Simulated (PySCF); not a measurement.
Question: Give a PBE0-D3(BJ)/def2-SVP geometry of InChI=1S/C7H14NSi/c1-8(2,3)7-5-4-6-9-7/h4-6H,9H2,1-3H3/q+1. (Charge +1.)

Answer: 
```xyz
23
C7H14NSi angstrom
C     -1.284   -1.589    0.348
N     -0.901   -0.211   -0.079
C     -1.467    0.765    0.905
C     -1.482    0.044   -1.435
C      0.574   -0.097   -0.123
C      1.198    1.044   -0.480
C      2.672    1.006   -0.477
C      3.256   -0.158   -0.122
Si     1.914   -1.391    0.267
H     -2.377   -1.664    0.379
H     -0.870   -1.779    1.346
H     -0.881   -2.309   -0.374
H     -1.233    1.784    0.576
H     -2.555    0.629    0.957
H     -1.010    0.579    1.884
H     -1.036   -0.663   -2.144
H     -2.570   -0.094   -1.389
H     -1.247    1.069   -1.740
H      0.692    1.974   -0.764
H      3.228    1.905   -0.759
H      4.340   -0.283   -0.090
H      1.839   -1.840    1.686
H      1.823   -2.560   -0.652
```

Any rigid rotation of these coordinates is as good. Atoms count from 1 in this order. Si9 (SiH2 silicon) has angles from 90.8° to 115.7°. C6 (alkene CH carbon) is planar (angles 124.9°, 118.9° and 116.1°, sum 360.0°, 0.00 Å off the plane of its three neighbours). The C–Si distances run from 1.864 Å (C8–Si9, drawn single) to 1.903 Å (C5–Si9, drawn single), a spread of 0.039 Å. The C–C distances run from 1.348 Å (C5=C6, drawn double) to 1.474 Å (C6–C7, drawn single), a spread of 0.126 Å.

Bonds between heavy atoms (Å): C1–N2 1.492, N2–C3 1.497, N2–C4 1.497, N2–C5 1.481, C5=C6 1.348, C6–C7 1.474, C7=C8 1.349, C8–Si9 1.864, C5–Si9 1.903.

The calculation used PySCF, PBE0-D3(BJ)/def2-SVP geometry optimisation, gas phase.

Point group: Cs (every atom within 0.08 Å of its image). No PBE0-D3(BJ)/def2-SVP frequencies stand behind this structure, so it isn't proved a minimum.

Hardware: one thread of an Arm Neoverse V2, shared host with 32 logical CPUs at a one-minute load of 12. Cost: 1.8 min, 0.92 GiB resident at most. That covers the optimisation of the geometry.
